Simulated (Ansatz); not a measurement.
Z-matrix (Å, degrees):
```
C
Si 1 1.848
H 1 1.092 2 110.1
H 1 1.093 2 111.0 3 -120.3
H 1 1.092 2 110.6 3 120.2
N 2 1.694 1 110.1 3 62.1
O 2 1.637 1 114.7 3 -57.5
Cl 2 2.088 1 106.5 3 -173.7
H 6 1.006 2 121.0 1 41.8
H 6 1.007 2 120.4 1 -169.4
H 7 0.958 2 116.3 1 -97.4
```

Total charge 0; spin multiplicity 1.

Q: List the r2SCAN/def2-TZVPP orbital energies in eV (Ansatz). (Estimate.)

A: Ansatz gave: Occupied: -2752.79, -1792.12, -515.83, -384.90, -272.68, -254.20, -192.72, -192.61, -192.60, -142.36, -97.29, -97.22, -97.17, -26.52, -22.42, -20.91, -18.28, -14.21, -12.76, -11.91, -10.99, -10.42, -10.02, -9.37, -9.08, -8.08, -7.78, -7.62, -6.64. Lowest empty: 0.61, 1.16, 1.67, 2.02, 2.32, 2.84, 3.20, 3.31.
